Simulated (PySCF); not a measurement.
# Assignment exercise: C₇H₇Cl

Mapped SMILES: `[CH3:1][c:2]1[cH:3][cH:4][cH:5][cH:6][c:7]1[Cl:8]`; H(Xn) means a hydrogen on atom n.

Rapidly exchanging positions averaged, one conformer, gas phase, non-relativistic Hamiltonian. Coordinates at the PBE0-D3(BJ)/def2-TZVP level; B97-2/pcSseg-2 with gauge-including orbitals; PySCF 2.14.0 with density-fitted response routines.

Shifts are taken against calculated references (same method and geometry level): ¹³C, ¹H against TMS.

Task: Assign these signals to the numbered atoms. ¹³C{¹H} NMR (computed): δ 147.5, 145.0, 137.4, 136.1, 133.4, 132.5, 24.1.

Result: 
| δ (ppm) | atoms | environment | reason |
| --- | --- | --- | --- |
| 147.5 | C7 | aromatic carbon bearing chlorine | – |
| 145.0 | C2 | substituted aromatic carbon | – |
| 137.4 | C3 | aromatic CH | the aromatic region |
| 136.1 | C6 | aromatic CH | – |
| 133.4 | C5 | aromatic CH | – |
| 132.5 | C4 | aromatic CH | – |
| 24.1 | C1 | methyl carbon on an aromatic ring | aliphatic region, no heteroatom directly attached |

C3 and C6; C5 and C4 lie closer than the usual error of such a calculation, so a measured spectrum could show them in the other order.

Task: Assign these signals to the numbered atoms. ¹H NMR (600 MHz, computed): δ 7.60 (d, 1H), 7.46 (m, 1H), 7.39 (m, 1H), 7.34 (m, 1H), 2.44 (s, 3H).

Result: 
7.60 → H(C6), hydrogen on an aromatic CH: it sits in the deshielding region of the aromatic ring current
7.46 → H(C3), hydrogen on an aromatic CH
7.39 → H(C5), hydrogen on an aromatic CH
7.34 → H(C4), hydrogen on an aromatic CH
2.44 → H(C1), hydrogen on a methyl carbon on an aromatic ring: benzylic-type position, deshielded by the ring

H(C3) and H(C5); H(C5) and H(C4) lie closer than the usual error of such a calculation, so a measured spectrum could show them in the other order.

Carbons that carry Cl, above all several Cl atoms, come out too deshielded, partly because spin–orbit coupling is missing. Shifts are as computed. Against solution values, carbons near 30 ppm lie about +3 ppm off and those near 130 ppm about +7 ppm; carbons on Cl a further +5 ppm. Of 1211 compounds with measured shifts, 218 miss one by over three times the rms of a fit or turn the order of signals round; such compounds aren't used in these exercises. Multiplicities follow the n + 1 count of equivalent neighbours, as no J values were calculated; m marks all less simple cases, F and P coupling included.
